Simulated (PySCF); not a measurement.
**Cl³⁺: ionisation energy**

Cl³⁺ [Ne] 3s2 3p2 [3p1/2^2, M_J = 0] → Cl⁴⁺ [Ne] 3s2 3p1 [3p1/2^1, M_J = 1/2], as a difference of total energies. All numbers are calculated (PySCF 2.14, the two-component X2C-1e Hamiltonian, in x2c-TZVPall-2c). Correlated levels: [Ne] frozen. "Screened" scales the spin-orbit matrix elements by Boettger's factors to mimic the two-electron term; Breit and QED terms are absent.

| method | ionisation energy (eV) |
| --- | --- |
| GHF (spin-free) | 52.267 |
| GMP2 (spin-free) | 52.922 |
| GHF (screened spin-orbit) | 52.212 |
| GMP2 (screened spin-orbit) | 52.865 |

Task: How much does correlation contribute at GMP2 (screened spin-orbit)?

Result: 52.865 − (52.212) = 0.653 eV, measured against GHF (screened spin-orbit).

Errors of the correlated levels include the incompleteness of this basis and the frozen core.

The labels give the starting determinants; with spin-orbit coupling the two ends relaxed to ⟨J²⟩ = 1.85, ⟨L²⟩ = 2.01, ⟨S²⟩ = 2.00 and ⟨J²⟩ = 0.91, ⟨L²⟩ = 2.04, ⟨S²⟩ = 0.76.

The determinant of Cl³⁺ mixes levels of different J (the jj label is only the starting occupation), so the difference between spin-free and spin-orbit rows is not the physical spin-orbit shift.

For comparison: 53.24 ± 0.12 eV (semi-empirical (NIST evaluation); NIST Atomic Spectra Database, ionization energies).
